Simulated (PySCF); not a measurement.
Isomers C$_{7}$H$_{10}$O:

A. `CC1=COC=C(C)C1`
B. `InChI=1S/C7H10O/c8-7-5-1-2-6(7)4-3-5/h5-6H,1-4H2/t5-,6+`
C. `InChI=1S/C7H10O/c1-2-8-6-7-4-3-5-7/h2,6H,1,3-5H2`

Spectrum 1. 1H NMR (300 MHz, computed): δ 6.52 (m, 1H), 6.25 (s, 1H), 4.73 (m, 1H), 4.29 (m, 1H), 2.90 (m, 2H), 2.81 (m, 2H), 2.04 (m, 2H). 13C{1H} NMR (computed): δ 158.2 (CH), 145.5 (CH), 122.4 (C), 94.5 (CH2), 27.3 (CH2), 26.7 (CH2), 16.9 (CH2).

Spectrum 2. 1H NMR (300 MHz, computed): δ 6.42 (s, 2H), 2.55 (s, 2H), 1.61 (s, 6H). 13C{1H} NMR (computed): δ 141.9 (CH), 113.1 (C), 35.2 (CH2), 21.5 (CH3).

Spectrum 3. 1H NMR (300 MHz, computed): δ 1.96 (m, 4H), 1.52 (m, 2H), 1.45 (m, 4H). 13C{1H} NMR (computed): δ 217.9 (C), 39.9 (CH), 26.9 (CH2).

Calculated, not measured (PySCF 2.14.0 with density-fitted response routines): GIAO PBE0/pcSseg-1 shieldings, geometry: GFN2-xTB. One conformer, in vacuum, equivalent nuclei averaged, non-relativistic.

References, each an isolated molecule treated in the same way: TMS for 1H, 13C. Where no couplings were computed, multiplicities follow the n + 1 count of equivalent neighbours, and m marks all less simple cases (inequivalent or close neighbours, rings, F or P nearby). Shifts are as computed. Against solution values, carbons near 30 ppm lie about +3 ppm off and those near 130 ppm about +5 ppm. Of 1211 compounds with measured shifts, 218 miss one by over three times the rms of a fit or turn the order of signals round; such compounds aren't used in these exercises.

Q: Which spectrum belongs to which compound?

A: 1–C, 2–A, 3–B.

- Spectrum 1 (C): 7 13C signals; δC 158.2 is an alkene carbon bearing oxygen; δC 145.5 is an alkene carbon bearing oxygen.
- Spectrum 2 (A): 4 13C signals; δC 141.9 is an alkene carbon bearing oxygen; δC 113.1 is a β carbon of an enol-ether or enamine type C=C.
- Spectrum 3 (B): 3 13C signals; δC 217.9 is a ketone carbonyl carbon; δC 39.9 is an sp3 CH α to a carbonyl.
